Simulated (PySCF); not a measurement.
An unknown is described by computed data only.

Elements present: C, H, O, S and Si. Monoisotopic mass: 165.9940 u.

* Dipole: 2.15 D [PBE0/pcSseg-1]
* Rotational structure: rotational constants A, B, C: 3.190, 0.449, 0.415 GHz [GFN2-xTB]
* 13C NMR: chemical shifts (computed TMS as zero) by class: 233.1 (1 C), 49.7 (1 C), 37.4 (1 C) ppm [GIAO PBE0/pcSseg-1]
* 1H NMR: chemical shifts (computed TMS as zero) by class: 5.21 (2 H), 3.94 (2 H), 3.94 (3 H), 2.74 (3 H) ppm [GIAO PBE0/pcSseg-1]
* NMR, other nuclei: isotropic shieldings of nuclei other than C and H, by class: 53 (1 O), 340 (1 O), 387 (1 Si), 423 (1 Si), 24 (1 S) ppm [GIAO PBE0/pcSseg-1]

Electronic properties: PySCF, gas phase, density fitting. Levels stand in brackets. Isolated species at its GFN2-xTB geometry (one conformer only). GFN2-xTB frequencies show an imaginary mode (22i cm⁻¹), so this geometry is no minimum at that level. NMR values are class means; diastereotopic atoms form classes of their own.

**Question.** Which formula fits the mass and the elements?

**Answer.** C3H10O2SSi2 (calculated 165.9940). Within 0.0003 u, C4H10OS2Si would fit the mass too; the spectra decide.

**Question.** Propose a structure and show how it fits.

**Answer.** Numbering: `[CH3:1][C:2](=[S:3])[O:4][SiH2:5][O:6][CH2:7][SiH3:8]`. Its formula, C3H10O2SSi2, gives 1 degree of unsaturation: 0 rings and 1 π bond in the structure found. 3 carbons fall into 3 classes; from least to most shielded: thiocarbonyl carbon [C2] (233.1 ppm), sp3 carbon bound to oxygen [C7] (49.7 ppm), methyl carbon [C1] (37.4 ppm). Hydrogen classes from least to most shielded: 2 H on an oxygen-bound silicon, Si5 (5.21 ppm), 2 H on an sp3 carbon bound to oxygen, C7 (3.94 ppm), 3 H on an SiH3 silicon, Si8 (3.94 ppm), 3 H on a methyl carbon, C1 (2.74 ppm). The other shieldings belong to: 53 ppm, silyl ether oxygen [O4]; 340 ppm, silyl ether oxygen [O6]; 387 ppm, oxygen-bound silicon [Si5]; 423 ppm, SiH3 silicon [Si8]; 24 ppm, thiocarbonyl sulfur [S3]. The optimised geometry has point group C1 and is an asymmetric top. Structure: `CC(=S)O[SiH2]OC[SiH3]`. Computed isomers that give other values at the same levels: `CC(=S)O[SiH2]CO[SiH3]` (13C chemical shifts (computed TMS as zero) by class: 233.2 (1 C), 55.0 (1 C), 35.7 (1 C) ppm); `C=CO[Si@](O)([SiH3])SC` (13C chemical shifts (computed TMS as zero) by class: 155.3 (1 C), 97.2 (1 C), 11.1 (1 C) ppm); `C[SiH2]CS[Si@@H](O)C=O` (13C chemical shifts (computed TMS as zero) by class: 246.7 (1 C), 6.9 (1 C), -5.5 (1 C) ppm). The assignments are read from this structure; whether some other isomer fits the data as well wasn't checked.

The values belong to the conformer `[CH3:1][C:2](=[S:3])[O:4][SiH2:5][O:6][CH2:7][SiH3:8]`: C1–C2–O4–Si5 180°, C2–O4–Si5–O6 180°, O4–Si5–O6–C7 177°, Si5–O6–C7–Si8 -127°.
